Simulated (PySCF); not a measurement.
**[YbOCl]− at several levels of theory**

Computed with PySCF 2.14.0 (density fitting, no spin-orbit coupling) at the geometry relaxed with PBE0:

```xyz
3
[YbOCl]− (singlet)
Yb    0.2380    0.0000   -0.3758
O     1.8294    0.0000    0.6514
Cl   -2.0299    0.0000    0.9239
```

```json
{"level": "PBE0", "basis": "Yb def2-SVP with ECP28, O def2-SVP, Cl def2-SVP", "state": "singlet", "HOMO (eV)": "0.25", "gap (eV)": "1.87", "charge on Yb1 (e)": "0.25", "population of f-type functions on Yb1 (core shells left out)": "13.80", "dipole about the centre of mass (D)": "5.84", "largest force component (eV/Å)": "0.00"}
{"level": "PBE0", "basis": "Yb def2-TZVP with ECP28, O def2-TZVP, Cl def2-TZVP", "state": "singlet", "HOMO (eV)": "0.05", "gap (eV)": "1.96", "charge on Yb1 (e)": "0.56", "population of f-type functions on Yb1 (core shells left out)": "13.81", "dipole about the centre of mass (D)": "6.76", "largest force component (eV/Å)": "0.42"}
```

Charges are Mulliken's, which hang on the basis. The relaxation used the grid (50, 194), these runs (75, 302) or, all-electron (x2c bases, spin-free X2C Hamiltonian), (99, 590).

Q: What does HF with Yb def2-SVP with ECP28, O def2-SVP, Cl def2-SVP give here?

A: state singlet, HOMO (eV) -2.59, gap (eV) 6.17, charge on Yb1 (e) 0.62, population of f-type functions on Yb1 (core shells left out) 14.01, dipole about the centre of mass (D) 9.47, largest force component (eV/Å) 1.36. Time: 3.8 s on 2 threads of Arm Neoverse V1 (shared host), from an already converged density.

In the first row's basis the gap widens with exact exchange: 1.9 eV for PBE0 (a fixed share); 6.2 eV for Hartree–Fock (rising or full at long range).

The gap of the closed shell is small, and it wasn't tested for a lower spin-broken solution at this geometry.

Small gap, closed shell not tested for a spin-broken solution: PBE0 (small-core/TZVP).

The highest filled level of some runs lies above zero, as often for anions with such functionals and bases.
